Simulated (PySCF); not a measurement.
Computed with PBE-D3(BJ)/def2-TZVP // PBE-D3(BJ)/def2-SVP (PySCF). Gas-phase values, no solvent. One relaxed conformer stands for a flexible species; it need not be the lowest. Excitations are Tamm–Dancoff values on a coarser integration grid. The basis has no diffuse functions, so Rydberg states are missing or too high.

Reference species (SMILES): `c12cccnc2c(B)cc(c1)[SiH3]` (neutral, multiplicity 1).

```
Property                  Value
----------------------  -------
S1–T1 gap (TDA)         0.12 eV
S1 oscillator strength    0.000
```

Changed species: `n1c2c(c(ccc2ccc1)[SiH3])B`.

**Question.** Predict the effect on the S1–T1 gap (TDA) and S1 oscillator strength.

**Answer.** the S1–T1 gap (TDA) is nearly the same; the S1 oscillator strength stays essentially unchanged.
